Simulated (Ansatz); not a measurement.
`BB(O)N=C` and `BB(N)O` differ in one atom or group.

Ansatz, PBE0-D4/def2-TZVP geometries, multiplicity 1. Each molecule was computed in one conformer, which needn't be the lowest.

```tsv
property	`BB(O)N=C`
size of the dipole moment (B3LYP/def2-TZVPP) / D	1.09
LUMO energy (ωB97M-V/def2-TZVPP) / eV	-0.12
HOMO energy (PBE/def2-TZVPP) / eV	-5.82
HOMO–LUMO gap (PBE0/def2-TZVPP) / eV	5.08
LUMO energy (B3LYP/def2-TZVPP) / eV	-2.29
HOMO–LUMO gap (PBE/def2-TZVPP) / eV	2.73
```

Task: What does the change do to each property? (Best estimate.)

Result: Ansatz gave: 
```tsv
property	`BB(N)O`	shift
size of the dipole moment (B3LYP/def2-TZVPP) / D	0.59	-0.50
LUMO energy (ωB97M-V/def2-TZVPP) / eV	-0.12	0.00
HOMO energy (PBE/def2-TZVPP) / eV	-6.35	-0.53
HOMO–LUMO gap (PBE0/def2-TZVPP) / eV	5.68	0.60
LUMO energy (B3LYP/def2-TZVPP) / eV	-2.28	0.01
HOMO–LUMO gap (PBE/def2-TZVPP) / eV	3.32	0.59
```

The zero-point energy changes by -9.1 kJ/mol with -3 modes. Dipoles are sizes alone; their direction can turn.

B3LYP here is the variant with VWN-RPA as its local correlation; programs differ in this.
